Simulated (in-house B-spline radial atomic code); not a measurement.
Radial electron density of the tantalum ion Ta³⁺, [Xe] 4f14 5d2. Computed with a radial B-spline atomic code at the basis-set limit: Dirac-Kohn-Sham B3LYP, spherical fractional occupations, Fermi nucleus of rms radius 5.3507 fm.

Caution: exact exchange at fractional occupations of open shells leaves self-interaction of up to several eV.

Columns: r (bohr), 4πr²n(r) (electrons per bohr), bar.

```
0.000647    3.707 #
0.000802    5.222 ##
0.000994     7.31 ##
 0.00123    10.14 ###
 0.00153    14.05 #####
 0.00189    19.06 ######
 0.00235    25.77 #########
 0.00291     34.1 ###########
  0.0036     44.2 ###############
 0.00447    56.17 ###################
 0.00554    69.14 #######################
 0.00686    82.03 ###########################
 0.00851    93.33 ###############################
  0.0105    100.8 #################################
  0.0131    103.2 ##################################
  0.0162    100.2 #################################
  0.0201    94.39 ###############################
  0.0249    91.19 ##############################
  0.0309    96.08 ################################
  0.0383    110.2 ####################################
  0.0474    126.5 ##########################################
  0.0588    132.9 ############################################
  0.0728      123 #########################################
  0.0903    106.8 ###################################
   0.112      104 ##################################
   0.139    116.7 #######################################
   0.172    119.9 ########################################
   0.213    96.06 ################################
   0.264    67.04 ######################
   0.328    63.01 #####################
   0.406    72.72 ########################
   0.503    66.74 ######################
   0.624    45.14 ###############
   0.773    27.02 #########
   0.958    18.18 ######
    1.19     12.9 ####
    1.47     7.89 ###
    1.83    3.713 #
    2.26    1.463 
     2.8   0.4899 
    3.48   0.1341 
    4.31  0.02658 
    5.34 0.003074 
    6.62 0.0001761
```

On this grid the curve has 4 maxima, near 0.0131, 0.0588, 0.172, 0.406 bohr.

The 5d3/2 radial function P(r) = rR(r), positive near the nucleus, with its small component Q(r) (sign convention: Q ≈ (P' + κP/r)/2c):

```csv
r (bohr),P,Q
0.00686,0.001048,0.001974
0.0105,0.003036,0.004036
0.0162,0.008811,0.0079
0.0249,0.02412,0.01409
0.0383,0.06028,0.02194
0.0588,0.1285,0.02739
0.0903,0.2117,0.02302
0.139,0.2118,0.005349
0.264,-0.1676,-0.01522
0.406,-0.3512,-0.005351
0.624,-0.03341,0.006934
0.958,0.5338,0.008432
1.47,0.8014,0.00408
2.26,0.6074,0.0006467
3.48,0.2386,-0.0002776
5.34,0.03645,-9.615e-05
```
